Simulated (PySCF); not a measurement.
**Diatomics of K with group 15**

PBE0 with double-zeta basis sets in PySCF, for the lowest determinant that a PBE0 search found; no spin–orbit coupling. De refers to high-spin ground-configuration atoms. A positive dipole means M(−)K(+).

```tsv
M	basis	state (unpaired electrons)	Re (Å)	ωe (cm⁻¹)	De (eV)	μ (D)
N	aug-pcseg-1	triplet (π ↑↑)	2.545	317	1.14	8.09
P	aug-pcseg-1	triplet (π ↑↑)	3.027	214	1.38	9.51
As	def2-SVP	triplet (π ↑↑)	3.147	161	1.15	8.73
Sb	def2-SVP	triplet (π ↑↑)	3.341	141	1.13	9.16
Bi	def2-SVP	triplet (π ↑↑)	3.407	128	1.04	8.60
```

The shortest bond is that of KN (2.545 Å), the longest that of KBi (3.407 Å).

The rows differ in basis set, which adds steps of its own.

Down a group the atoms grow and get heavier, so bonds lengthen and wavenumbers fall; this series shows no clear exception.

These are scalar-relativistic numbers at best; spin–orbit coupling would shift them, the dissociation energy most. States were picked by a PBE0 search and need not be the measured ground states.
